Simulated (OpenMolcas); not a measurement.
**Fe2+: from CASSCF to CASPT2**

```json
{"Program": "OpenMolcas", "Basis": "ANO-RCC-VTZP [6s5p3d2f1g]", "Scalar Hamiltonian": "DKH2, point nucleus", "Active space": "6 electrons in 5 orbitals (3d)", "State averaging": "2S+1 = 5 even, 5 roots; 2S+1 = 3 even, 45 roots kept (CI in the orbitals of an earlier block); 2S+1 = 1 even, 50 roots kept (CI in the orbitals of an earlier block)", "Spin-orbit coupling": "RASSI with atomic mean-field integrals over the reference wave functions, term energies averaged over their components"}
```

Methods on the same reference wave functions:
A. CASSCF
B. SS-CASPT2, IPEA 0.25 Eh, imaginary shift 0.1 Eh (closed shells correlated: 3s 3p)
C. MS-CASPT2, IPEA 0.25 Eh, imaginary shift 0.1 Eh (closed shells correlated: 3s 3p)

Energies in cm⁻¹ above 3d⁶ ⁵D₄, the measured ground level; measured values from Corliss and Sugar, J. Phys. Chem. Ref. Data 11, 135 (1982).

```json
{"Level": "3d⁶ ⁵D₄", "A": "0.0", "B": "0.0", "C": "0.0", "Measured": "0.0"}
{"Level": "3d⁶ ⁵D₃", "A": "435", "B": "437", "C": "437", "Measured": "436"}
{"Level": "3d⁶ ⁵D₂", "A": "745", "B": "745", "C": "745", "Measured": "739"}
{"Level": "3d⁶ ⁵D₁", "A": "946", "B": "943", "C": "943", "Measured": "932"}
{"Level": "3d⁶ ⁵D₀", "A": "1045", "B": "1040", "C": "1040", "Measured": "1027"}
{"Level": "3d⁶ ³H₆", "A": "22546", "B": "20920", "C": "20920", "Measured": "20051"}
{"Level": "3d⁶ ³H₅", "A": "22778", "B": "21140", "C": "21140", "Measured": "20301"}
{"Level": "3d⁶ ³H₄", "A": "22954", "B": "21300", "C": "21300", "Measured": "20482"}
{"Level": "3d⁶ ³P₂(1)", "A": "24711", "B": "20000", "C": "20000", "Measured": "19405"}
{"Level": "3d⁶ ³F₄(1)", "A": "25855", "B": "22250", "C": "22250", "Measured": "21462"}
{"Level": "3d⁶ ³P₁(1)", "A": "25997", "B": "21290", "C": "21280", "Measured": "20688"}
{"Level": "3d⁶ ³F₃(1)", "A": "26096", "B": "22470", "C": "22470", "Measured": "21700"}
{"Level": "3d⁶ ³F₂(1)", "A": "26275", "B": "22630", "C": "22630", "Measured": "21857"}
{"Level": "3d⁶ ³P₀(1)", "A": "26548", "B": "21840", "C": "21830", "Measured": "21208"}
{"Level": "3d⁶ ³G₅", "A": "28519", "B": "25460", "C": "25460", "Measured": "24559"}
{"Level": "3d⁶ ³G₄", "A": "28921", "B": "25840", "C": "25840", "Measured": "24941"}
{"Level": "3d⁶ ³G₃", "A": "29113", "B": "26020", "C": "26030", "Measured": "25142"}
{"Level": "3d⁶ ¹I₆", "A": "33971", "B": "31770", "C": "31770", "Measured": "30356"}
{"Level": "3d⁶ ¹G₄(1)", "A": "35851", "B": "32530", "C": "32530", "Measured": "30886"}
{"Level": "3d⁶ ³D₁", "A": "36956", "B": "31710", "C": "31710", "Measured": ""}
{"Level": "3d⁶ ³D₂", "A": "36986", "B": "31720", "C": "31720", "Measured": ""}
{"Level": "3d⁶ ³D₃", "A": "37108", "B": "31860", "C": "31860", "Measured": "30858"}
{"Level": "3d⁶ ¹S₀(1)", "A": "41736", "B": "36300", "C": "36270", "Measured": "34812"}
{"Level": "3d⁶ ¹D₂(1)", "A": "44725", "B": "37670", "C": "37670", "Measured": "35804"}
```

Deviations, from unrounded energies. A percentage is the sum of absolute deviations over the sum of measured energies, with the sign that they share, or ± where signs differ.

```csv
Against measurement,Levels,A,B,C
mean absolute deviation (cm-1),21,3800,800,800
fine structure of the ground term (%),4,±1.2,+1.0,+1.0
other terms of the ground configuration (%),17,+18.7,+4.0,+3.9
```

B, C lie about equally close to measurement and A furthest from it. The largest miss of C in the table is 3d⁶ ¹D₂(1), by +1900 cm-1. The ranking rests on the paired levels alone, and a cruder setting can come out closer through cancelling errors.

Between B and C the level of the table that moves most is 3d⁶ ¹S₀(1), by 34 cm-1 (lowest in C, highest in B). Moves below CASPT2's spread within the term are not significant.

The two smallest mean deviations differ by little beside CASPT2's spread within terms, so their order carries little weight.

From A to B the spin-free energies of the other terms of 3d⁶ shown, above ⁵D, scale by factors of 0.81 to 0.93, as is usual when dynamic correlation screens the repulsion within a d or f shell.

The lowest spin-free term lies below A's lowest term by 0.451 hartree in B, 0.451 hartree in C.

CASPT2 does not keep the components of a term degenerate, so their means are used; among the terms shown or strongly mixed into the levels shown the widest spread is 1100 cm-1 (3d⁶ ¹I, C). Terms from blocks run as CI alone lack orbitals of their own. Without dynamic correlation excited terms often stand tens of per cent too high (terms of higher spin than the ground term too low), and those without a measured partner can miss by more than the paired ones (holds for A). The CASPT2 spread within a term exceeds the gap to the next term for 3d⁶ ¹I and 3d⁶ ³D, so the order of their levels is uncertain (holds for B; C). Computed and measured levels are paired by configuration, term and J; levels that our copy of the source lacks, or whose pairing is in doubt (as where it misses far off the trend of its configuration), stay unpaired and out of the deviations. Only configurations of the active space appear. Levels that lie high or do not pair safely by name in every column are left out.

A number in round brackets counts repeated terms of one configuration in the order of the reference energies.
